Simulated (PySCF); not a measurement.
Two species compared at the same levels of theory.

First species: C7H13NSi.
Cartesian coordinates in Å at the GFN2-xTB level; atoms count from 1:
```
atom  x, y, z in Å
C1     0.4377    1.1772   -2.8558
C2     0.0200    0.8096   -1.7962
C3    -0.4641    0.3286   -0.5047
C4    -1.9653    0.6036   -0.4140
C5     0.2745    1.1022    0.6259
C6     1.7454    0.8511    0.5796
C7     2.3903    0.0784    1.4344
N8    -0.2041   -1.0954   -0.4205
Si9   -0.9354   -2.2033    0.6694
H10    0.7917    1.5123   -3.7850
H11   -2.4889    0.0243   -1.1699
H12   -2.3373    0.3209    0.5671
H13   -2.1625    1.6605   -0.5793
H14   -0.1342    0.7671    1.5807
H15    0.0726    2.1690    0.5041
H16    2.2690    1.3159   -0.2462
H17    1.8842   -0.4003    2.2572
H18    3.4491   -0.1024    1.3564
H19    0.7536   -1.2892   -0.6759
H20   -0.1597   -3.4283    0.4961
H21   -2.3386   -2.3830    0.2887
H22   -0.9085   -1.7995    2.0872
```

Second species: C4H8OSi.
InChI=1S/C4H8OSi/c6-5-3-4-1-2-4/h3H,1-2H2,6H3

Levels: PBE0/pcSseg-1 for dipole moment, HOMO energy, LUMO energy and HOMO–LUMO gap; GFN2-xTB for rotational constant A and rotational constant C. Geometries: GFN2-xTB. All species are isolated and taken at one optimised geometry, non-relativistic unless stated. Electronic properties by PySCF.

The conformers computed, where there is a choice (atom-mapped SMILES and torsion angles):
- `[CH:1]#[C:2][C@:3]([CH3:4])([CH2:5][CH:6]=[CH2:7])[NH:8][SiH3:9]`: C2–C3–C5–C6 -62°, C3–C5–C6–C7 -106°, C2–C3–N8–Si9 -162°
- `[SiH3:1][O:2][CH:3]=[C:4]1[CH2:5][CH2:6]1`: Si1–O2–C3–C4 180°

**Question.** Which of the two has the higher rotational constant C, and by how much?

**Answer.** The second: 1.087 GHz against 0.839 GHz, a difference of 0.248 GHz.

**Question.** Which has the higher HOMO energy?

**Answer.** The second: -6.57 eV against -6.89 eV, a difference of 0.32 eV.

**Question.** Which of the two has the higher LUMO energy, and by how much?

**Answer.** The second: 0.31 eV against 0.19 eV, a difference of 0.12 eV.

**Question.** Which of the two has the higher rotational constant A, and by how much?

**Answer.** The second: 13.488 GHz against 1.460 GHz, a difference of 12.028 GHz.

**Question.** Which has the higher HOMO–LUMO gap?

**Answer.** The first: 7.08 eV against 6.88 eV, a difference of 0.20 eV.

On the first: A dipole of 0.73 D is allowed in C1, and pure rotational transitions are dipole-allowed. The dipole equals about 2.4 × 10⁻³⁰ C·m (1 D = 3.33564 × 10⁻³⁰ C·m).

On the second: The dipole matches unit charges of opposite sign 0.15 Å apart (1 e·Å = 4.8032 D).
